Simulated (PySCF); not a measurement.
Vertical excitations of a molecule C3H10InN from TDDFT-PBE/def2-SVPD in PySCF, as energy in eV (oscillator strength): 3.79 (0.017), 4.27 (0.106), 5.14 (0.000), 5.17 (0.002), 5.19 (0.005), 5.49 (0.011), 5.58 (0.144), 5.68 (0.008), 5.89 (0.055), 6.03 (0.005). Lowest triplet (TDA): 3.28 eV. Coordinates come from a r2SCAN-D4/def2-SVP optimisation. The def2 effective core potentials stand for the cores of In; spin–orbit coupling is left out. One conformer was computed; it need not be the lowest.

### Question
Identify the compound among the candidates.
A. C[NH][In]([CH3])[CH3]
B. CC[N](C)[InH2]
C. C[CH2][In]([CH3])[NH2]
D. CC(C)[NH][InH2]

### Answer
A, C[NH][In]([CH3])[CH3]
